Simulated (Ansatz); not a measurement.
The same path of ClH + GeH6Si (10 atoms, charge 0, multiplicity 1) was run twice with different band settings. Lost on the way: Ge1–Si2, H6–Cl7. Made: Ge1–Cl7, Si2–H6.

All numbers below come from Ansatz 0.2.0, RKS PBE/def2-SVP.

Relaxed end points:

```xyz
10
Properties=species:S:1:pos:R:3
Ge -1.360 0.413 -0.051
Si 0.328 -1.245 0.324
H -1.323 0.901 -1.521
H -1.167 1.619 0.899
H -2.753 -0.218 0.222
H 2.113 1.032 -0.542
Cl 1.997 2.329 -0.522
H 0.593 -1.434 1.793
H -0.059 -2.568 -0.279
H 1.631 -0.829 -0.323
```

```xyz
10
Properties=species:S:1:pos:R:3
Ge -1.462 1.562 -0.335
Si 1.333 -1.629 0.383
H -2.656 2.295 -0.992
H -1.503 1.672 1.207
H -1.388 0.083 -0.790
H 1.730 -0.460 -0.472
Cl 0.367 2.538 -1.017
H 0.613 -1.130 1.605
H 0.415 -2.533 -0.392
H 2.554 -2.397 0.803
```

Common settings: spring 5.0 eV/Å²; optimiser quadratic models (default); start path through a guess of the saddle point; force threshold 0.05 eV/Å; iteration limit 60; end points relaxed.

| run | movable images | climbing image |
| --- | --- | --- |
| 1 | 5 | yes |
| 2 | 4 | no |

Q: What does each run give, and how far can it be trusted?

A: Run 1: converged after 13 iterations, highest image 1.729 eV above the first end. Neighbouring images differ by up to 1.6 eV, so the band resolves the path poorly. A vibrational analysis at the climbing image gives one clearly imaginary mode, 801i cm⁻¹: a first-order saddle point.
Run 2: converged after 12 iterations, highest image 0.867 eV above the first end. No image climbed, so the highest image needn't sit at the top of the path. A band with more images between the same ends climbed to 1.73 eV, so this one has probably stepped over the top.
The orbitals stay closed-shell, which can raise the energy where a bond breaks towards radicals; this wasn't checked here.
